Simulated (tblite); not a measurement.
Species: C5H8NS (doublet state).
Numbering: `[CH2:1]=[C:2][C:3](=[S:4])[N:5]([CH3:6])[CH3:7]` (hydrogens: H8, H9 on C1; H10, H11, H12 on C6; H13, H14, H15 on C7)
Bond orders are those of one Lewis drawing.

Computed with GFN2-xTB (tblite), gas phase: L-BFGS steps from a force-field or distance-geometry start until the largest atomic force falls under 0.01 eV/Å.

The end geometry, which sets the zero of energy:
```
atom  x, y, z in Å
C1      2.8367    0.4510    0.1438
C2      1.6051    0.5349   -0.2292
C3      0.3782    0.6993   -0.7461
S4      0.2912    1.8571   -2.0129
N5     -0.7218    0.0331   -0.2964
C6     -1.9855    0.1217   -0.9729
C7     -0.5844   -1.0329    0.6600
H8      3.2276    1.0238    0.9743
H9      3.5498   -0.1970   -0.3484
H10    -2.1675   -0.7632   -1.5932
H11    -1.9898    1.0038   -1.6107
H12    -2.7882    0.2046   -0.2373
H13    -0.5803   -2.0131    0.1686
H14    -1.4215   -1.0014    1.3604
H15     0.3461   -0.9138    1.2124
```

**Question.** These geometries come from the run, each turned onto the end geometry. Order them by energy, lowest first.
A.
```
atom  x, y, z in Å
C1      2.6147    0.2683    0.2381
C2      1.6533    0.8003   -0.4648
C3      0.3242    0.8525   -0.9003
S4      0.0845    2.0305   -2.0647
N5     -0.6498    0.0532   -0.4299
C6     -2.0084    0.1310   -0.8989
C7     -0.3291   -0.9640    0.5457
H8      3.6314    0.6383    0.1985
H9      2.4811   -0.5846    0.9149
H10    -2.2807   -0.7833   -1.4350
H11    -2.0978    0.9826   -1.5745
H12    -2.6876    0.2662   -0.0538
H13     0.4155   -1.6555    0.1419
H14    -1.2246   -1.5240    0.8020
H15     0.0691   -0.5034    1.4533
```
B.
```
atom  x, y, z in Å
C1      2.7932    0.3884    0.1551
C2      1.5880    0.5008   -0.2854
C3      0.3715    0.6752   -0.8222
S4      0.2990    1.6569   -2.2257
N5     -0.7355    0.0990   -0.2673
C6     -2.0365    0.2184   -0.8701
C7     -0.5032   -1.0225    0.6138
H8      3.2035    1.0514    0.9061
H9      3.4725   -0.3790   -0.1967
H10    -2.3002   -0.6784   -1.4429
H11    -2.0528    1.0757   -1.5411
H12    -2.7820    0.3758   -0.0877
H13     0.1992   -1.7349    0.1660
H14    -1.4446   -1.5293    0.8083
H15    -0.0763   -0.6898    1.5624
```
C.
```
atom  x, y, z in Å
C1      2.8269    0.3928    0.1138
C2      1.6041    0.4554   -0.2887
C3      0.3813    0.6481   -0.8056
S4      0.3037    1.8062   -2.0721
N5     -0.7163   -0.0170   -0.3583
C6     -2.0219    0.1856   -0.9173
C7     -0.5458   -1.0314    0.6500
H8      3.1986    1.0187    0.9131
H9      3.5449   -0.2886   -0.3207
H10    -2.3368   -0.6809   -1.5090
H11    -1.9922    1.0615   -1.5636
H12    -2.7458    0.3530   -0.1157
H13     0.1141   -1.8298    0.2980
H14    -1.5133   -1.4627    0.8936
H15    -0.1058   -0.6030    1.5548
```
D.
```
atom  x, y, z in Å
C1      2.8313    0.4218    0.1296
C2      1.6038    0.5132   -0.2538
C3      0.3730    0.7062   -0.7505
S4      0.2806    1.8828   -1.9982
N5     -0.7283    0.0489   -0.2888
C6     -1.9938    0.1277   -0.9635
C7     -0.5681   -1.0204    0.6604
H8      3.2135    0.9869    0.9693
H9      3.5458   -0.2291   -0.3547
H10    -2.1892   -0.7749   -1.5522
H11    -1.9855    0.9861   -1.6320
H12    -2.7972    0.2450   -0.2330
H13    -0.4106   -1.9860    0.1640
H14    -1.4669   -1.0874    1.2736
H15     0.2873   -0.8127    1.3020
```
E.
```
atom  x, y, z in Å
C1      2.7431    0.3753    0.1710
C2      1.5596    0.5653   -0.2975
C3      0.3500    0.7122   -0.8594
S4      0.3104    1.7652   -2.2044
N5     -0.7336    0.1004   -0.2925
C6     -2.0439    0.1970   -0.8635
C7     -0.4584   -1.0131    0.5924
H8      3.2860    1.1072    0.7702
H9      3.2382   -0.5953    0.0394
H10    -2.2979   -0.7058   -1.4359
H11    -2.0504    1.0503   -1.5374
H12    -2.7886    0.3571   -0.0758
H13     0.2659   -1.6800    0.1124
H14    -1.3577   -1.5847    0.8258
H15    -0.0271   -0.6432    1.5277
```

**Answer.** D (0.002 eV), C (0.023 eV), B (0.053 eV), E (0.137 eV), A (0.839 eV).

In the order of the answer:

```json
{"step": "123", "E above end (eV)": "0.002", "largest force (eV/Å)": "0.03", "rms force component (eV/Å)": "0.013", "rms distance from end (Å)": "0.073", "rms bond change (Å)": "0.001", "bond most changed (Å)": "C7–H14 -0.002"}
{"step": "70", "E above end (eV)": "0.023", "largest force (eV/Å)": "0.04", "rms force component (eV/Å)": "0.016", "rms distance from end (Å)": "0.320", "rms bond change (Å)": "0.002", "bond most changed (Å)": "C7–H14 -0.005"}
{"step": "44", "E above end (eV)": "0.053", "largest force (eV/Å)": "0.16", "rms force component (eV/Å)": "0.040", "rms distance from end (Å)": "0.360", "rms bond change (Å)": "0.003", "bond most changed (Å)": "N5–C7 +0.006"}
{"step": "36", "E above end (eV)": "0.137", "largest force (eV/Å)": "0.52", "rms force component (eV/Å)": "0.145", "rms distance from end (Å)": "0.405", "rms bond change (Å)": "0.007", "bond most changed (Å)": "C1–H9 +0.016"}
{"step": "18", "E above end (eV)": "0.839", "largest force (eV/Å)": "0.13", "rms force component (eV/Å)": "0.036", "rms distance from end (Å)": "0.654", "rms bond change (Å)": "0.021", "bond most changed (Å)": "C2–C3 +0.058"}
```

The cost below is that of the whole relaxation. The run took 1.3 s on one thread of an Arm Neoverse N1, no GPU, shared host with 32 logical CPUs at a one-minute load of 20.
